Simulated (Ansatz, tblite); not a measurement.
Forces on the cluster Zn2Cu at its PBE-D4/def2-TZVP geometry. Charge 0, multiplicity 2.

The xTB rows come from tblite. The structure comes from a short search, and lower isomers may exist.

GFN1-xTB (tblite), largest force 0.14 eV/Å:

```xyz
3
positions Å, forces eV/Å
Cu   -0.002    0.000    0.000    0.000    0.000    0.000
Zn   -0.043    2.467   -0.191    0.003   -0.136    0.011
Zn    0.045   -2.467    0.191   -0.002    0.136   -0.011
```

GFN2-xTB (tblite), largest force 0.04 eV/Å:

```
Cu 0.001 0.000 0.000
Zn -0.001 0.040 -0.003
Zn 0.000 -0.040 0.003
```

PBE-D4/def2-TZVP (Ansatz), largest force 0.00 eV/Å:

```
Cu 0.000 0.000 0.000
Zn 0.000 -0.002 0.000
Zn 0.000 0.002 0.000
```
